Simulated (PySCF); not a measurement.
**Radial density of Cr⁻ (chromium, charge -1)**

BLYP, [Ar] 3d5 4s2, high-spin 6S determinant. Calculation: PySCF 2.14, in aug-cc-pVQZ-DK (9s8p6d4f3g2h, 140 functions); scalar relativity by spin-free X2C-1e.

```csv
r (bohr),4πr²ρ (e/bohr),4πr²(ρα − ρβ)
0.00109,0.1902,0.0000
0.00184,0.4832,0.0000
0.00309,1.202,0.0001
0.00520,2.894,0.0002
0.00874,6.562,0.0005
0.0147,13.39,0.0011
0.0247,22.77,0.0017
0.0416,28.73,0.0019
0.0700,24.64,0.0029
0.118,22.93,0.0245
0.198,31.39,0.1823
0.333,19.04,0.9208
0.560,10.89,2.5887
0.942,12.09,3.1841
1.58,3.697,1.8185
2.67,1.090,0.6451
4.48,0.4251,0.0940
7.54,0.09948,-0.0150
12.7,0.01194,-0.0072
21.3,3.245e-05,0.0000
```

Densities and radii are taken from the X2C orbitals without a picture-change correction, which distorts them close to the nucleus.

At BLYP the highest occupied level has a positive energy, so only the finite basis holds that electron; in a semilocal or global hybrid functional this comes from self-interaction and does not mean that the real anion is unbound.

Where is the radial spin density 4πr²(ρα − ρβ) most negative, and why is it negative at all?

Around r = 7.54 bohr, down to -0.0150 e/bohr: exchange with the open shell polarises the paired shells in an unrestricted calculation.
